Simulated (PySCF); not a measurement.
Start geometry of `C=NN[SiH2]F` from GFN2-xTB (Å):
```
atom  x, y, z in Å
C1     1.8522    0.0641    0.0252
N2     1.0813    0.2812   -0.9790
N3    -0.2686    0.1947   -0.8841
Si4   -1.2353   -0.1751    0.4696
F5    -2.7144   -0.0919   -0.2364
H6     1.4669   -0.1551    1.0161
H7     2.9019    0.1734   -0.1346
H8    -0.6662    0.3892   -1.7761
H9    -1.1212   -1.5420    0.9583
H10   -1.2462    0.8406    1.5200
```

**Question.** What comes out of this run: PBE0-D3(BJ)/def2-SVP geometry optimisation, gas phase in PySCF?

**Answer.** 
```
atom  x, y, z in Å
C1     1.7797    0.2591    0.1375
N2     1.1241    0.3605   -0.9507
N3    -0.1965    0.1132   -0.9597
Si4   -1.2659   -0.2748    0.3681
F5    -2.7191   -0.3426   -0.3486
H6     1.3354   -0.0314    1.1074
H7     2.8526    0.4679    0.1124
H8    -0.6030    0.2296   -1.8823
H9    -0.9720   -1.5972    0.9838
H10   -1.2767    0.7896    1.4082
```

The energy falls by 0.165 eV over 7 energy and gradient evaluations, the largest force component goes from 0.0442 to 2.8e-04 Eh/bohr, and the atoms move by 0.076 Å rms after alignment. The bond that changes most is N3–Si4 (silicon-bound nitrogen to fluorine-bound silicon), which lengthens by 0.044 Å. Bonds longer at the end by more than 0.005 Å: 6 of 9; shorter: 3. Among the angles that change most is H9–Si4–H10, from 114.3° to 110.4°. Rotational constants go from 13287, 2158, 1899 to 13243, 2137, 1881 MHz. The orientation of the end geometry is arbitrary; only internal coordinates are fixed.

The run used 99 basis functions and 50 SCF cycles in all.

Whether it is a minimum is left open (no frequencies). The numbers are those of one conformer.
